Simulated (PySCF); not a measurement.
## How the method moves the HOMO and LUMO of `C=C(CF)[SiH2]N`

Compound: C3H8FNSi.
Geometry (PBE0-D3(BJ)/def2-SVP, Å), atoms numbered from 1 in this order:
```
atom  x, y, z in Å
C1    -1.579    0.773   -1.078
C2    -1.012   -0.062   -0.198
C3    -1.762   -1.248    0.327
F4    -3.035   -1.328   -0.173
Si5    0.749    0.231    0.394
N6     1.843   -0.355   -0.814
H7    -2.600    0.607   -1.437
H8    -1.046    1.646   -1.466
H9    -1.822   -1.204    1.430
H10   -1.231   -2.185    0.071
H11    0.870   -0.420    1.746
H12    1.001    1.692    0.580
H13    1.628   -1.223   -1.293
H14    2.843   -0.256   -0.685
```

Basis pcSseg-1 throughout (PySCF), one geometry. Isolated species at its PBE0-D3(BJ)/def2-SVP geometry (one conformer only).

Task: How do the orbital energies, the gap and the dipole change with the method?

Result: 
```tsv
method	kind	HOMO (eV)	LUMO (eV)	gap (eV)	μ (D)	SCF cycles
B97-2	global hybrid	-7.11	-0.48	6.63	2.15	14
PBE0	global hybrid	-7.37	-0.45	6.92	2.17	14
mPW1PW91	global hybrid	-7.41	-0.45	6.95	2.17	14
BHandHLYP	global hybrid	-8.58	0.64	9.21	2.25	13
CAM-B3LYP	range-separated hybrid	-8.76	0.72	9.48	2.22	13
wB97X-D	range-separated hybrid	-9.29	1.36	10.65	2.21	14
LC-wPBE	range-separated hybrid	-10.18	1.85	12.02	2.21	13
```

The HOMO spans 3.07 eV, from B97-2 down to LC-wPBE, and the gap runs from 6.63 eV (B97-2) to 12.02 eV (LC-wPBE). Over the methods B97-2 (21 %), PBE0 (25 %), mPW1PW91 (25 %), BHandHLYP (50 %), a straight line through the gap against the share of exact exchange rises by 0.90 eV for each 10 % (correlation coefficient 1.000). The dipole ranges from 2.15 D (B97-2) to 2.25 D (BHandHLYP). This basis has no diffuse functions.
